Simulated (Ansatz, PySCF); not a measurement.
Constitutional and geometric isomers with formula C5H10. Gas-phase values, no solvent. One relaxed conformer stands for each flexible species; it need not be the lowest. Strings in code marks are SMILES.

Quantity: electronic energy of isomers of C5H10 relative to `C1CCCC1`, in kcal/mol.

Level 1: frozen-core CCSD(T)/cc-pVDZ // PBE0-D3(BJ)/def2-TZVP (Ansatz, a first-principles code)
Level 2: PBE-D3(BJ)/def2-TZVP // PBE0-D3(BJ)/def2-TZVP (PySCF)
Level 3: PBE/6-31G* // PBE0-D3(BJ)/def2-TZVP (PySCF)
Level 4: HF/6-31G* // PBE0-D3(BJ)/def2-TZVP (PySCF)

| species | level 2 | level 3 | level 4 |
|---|---|---|---|
| `C=CC(C)C` (C–C–C–C torsion 118°) | 14.5 | 16.9 | 14.2 |
| `CC1CCC1` | 16.7 | 16.3 | 18.2 |
| `C/C=C/CC` (C–C–C–C torsion 119°) | 12.2 | 13.7 | 11.8 |

**Question.** What does level 1 give for each?

**Answer.** 
- `C=CC(C)C` (C–C–C–C torsion 118°): 14.1
- `CC1CCC1`: 17.5
- `C/C=C/CC` (C–C–C–C torsion 119°): 13.2
